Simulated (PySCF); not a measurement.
Compound: Ti(SMe)(NMe2)3, C₇H₂₁N₃STi (singlet state).
Geometry (PBE0-D3(BJ)/def2-SVP, Å), atoms numbered from 1 in this order:
```
atom  x, y, z in Å
Ti1   -0.145    0.196    0.253
S2     0.045    0.506    2.567
C3     1.276   -0.758    3.035
H4     1.973   -0.970    2.210
H5     0.781   -1.693    3.337
H6     1.856   -0.383    3.890
N7     1.568    0.026   -0.497
C8     2.529    1.027   -0.105
C9     2.078   -0.960   -1.408
H10    3.423    0.574    0.368
H11    2.088    1.717    0.634
H12    2.882    1.627   -0.967
H13    1.291   -1.682   -1.668
H14    2.439   -0.499   -2.350
H15    2.933   -1.518   -0.977
N16   -0.992    1.707   -0.437
C17   -2.268    1.917    0.198
C18   -0.600    2.714   -1.377
H19   -2.299    2.865    0.768
H20   -2.480    1.104    0.919
H21   -3.102    1.931   -0.533
H22    0.388    2.480   -1.798
H23   -1.317    2.788   -2.219
H24   -0.547    3.717   -0.908
N25   -1.129   -1.331   -0.234
C26   -0.760   -2.553    0.429
C27   -2.285   -1.443   -1.076
H28   -1.560   -2.924    1.100
H29    0.140   -2.407    1.050
H30   -0.528   -3.361   -0.294
H31   -2.510   -0.476   -1.551
H32   -2.130   -2.184   -1.885
H33   -3.183   -1.766   -0.511
```

Level of theory: TDDFT wB97X-D/def2-SVPD, vertical, gas phase, core orbitals frozen in the response (PySCF 2.14.0, density-fitted response routines).

Ground-to-excited transition dipoles (e·a0, same axes as the geometry; the sign carries no meaning), for the states with f of 0.002 or more among the lowest 7:

| state | E (eV) | μx | μy | μz |
| --- | --- | --- | --- | --- |
| S1 | 3.914 | -0.178 | -0.098 | 0.005 |
| S2 | 4.113 | -0.042 | -0.034 | -0.383 |
| S3 | 4.176 | -0.186 | -0.338 | -0.138 |
| S4 | 4.245 | 0.119 | 0.139 | -0.242 |
| S5 | 4.424 | -0.418 | 0.447 | 0.272 |
| S6 | 4.591 | -0.473 | -0.436 | 0.147 |
| S7 | 4.705 | 0.257 | -0.195 | 0.405 |

Q: What oscillator strength does each state have?

A: f = (2/3) ΔE |μ|² with ΔE in hartree (27.2114 eV).

```csv
state,|μ|² (au),|μ| (D),f
S1,0.041,0.52,0.004
S2,0.150,0.98,0.015
S3,0.168,1.04,0.017
S4,0.092,0.77,0.010
S5,0.448,1.70,0.049
S6,0.436,1.68,0.049
S7,0.269,1.32,0.031
```

Q: What angle do the transition dipoles of S3 and S6 make?

A: |cos θ| = |μa·μb| / (|μa| |μb|) = 0.80, so θ ≈ 37° (taken between 0 and 90°, since the signs are arbitrary).

Q: How is the summed strength of these states shared among x, y and z?

A: (2/3) Σ ΔE μα² gives 0.060 for x, 0.062 for y and 0.052 for z, 0.174 in all.

The run took 7.2 min wall, 15 min CPU (with the writing of density and orbital grids) on an Intel Xeon Platinum 8259CL at 2.50 GHz with 2 threads, no GPU, shared host with 96 logical CPUs at a one-minute load of 61, and the process peaked at 4.0 GiB of memory.
